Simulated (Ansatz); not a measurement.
C2H4OSi can be A, `C#CO[SiH3]`, or B, `O[SiH]1C=C1`.

Program: Ansatz. Geometries: PBE0-D4/def2-TZVP. ΔE: electronic, gas phase. CCSD(T)/CBS adds triple-zeta CCSD(T) − MP2 to the extrapolated MP2 energy (def2 sets, frozen cores). Functionals use def2-TZVPP. B3LYP here is the variant with VWN-RPA as its local correlation; programs differ in this. One conformer a species, not always the lowest.

Q: Which isomer does CCSD(T)/CBS put lower? Give the gap. (Estimate.)

A: The calculation gave: B, by 116.1 kJ/mol.

Q: Give E(B) − E(A) in kJ/mol with ωB97M-V, B3LYP, LDA (SPW92), CCSD/def2-TZVPP, CCSD(T)/def2-TZVPP, BLYP-D4, B2PLYP. (An estimate is asked.)

A: Computed: ωB97M-V -118.3, B3LYP -97.8, LDA (SPW92) -127.3, CCSD/def2-TZVPP -108.3, CCSD(T)/def2-TZVPP -110.3, BLYP-D4 -92.1, B2PLYP -102.0. None reverses the order clearly.

Q: Does the order hold for the free energy at 298.15 K (harmonic terms from PBE0-D4)? (Estimate.)

A: Ansatz gave: Yes: G(B) − G(A) = -98.6 kJ/mol, for one conformer each.

Largest T1 diagnostic: 0.013.

From PBE to PBE0 (25 % exact exchange), in def2-TZVPP and without D4, E(B) − E(A) moves by −6.6 kJ/mol. Leaving LDA and LC-ωPBE aside and taking each functional with its dispersion term where it has one, the values, not all of them listed here, spread over 37.1 kJ/mol, from B97M-V to BLYP-D4. LDA lies −9.4 kJ/mol from PBE without D4.
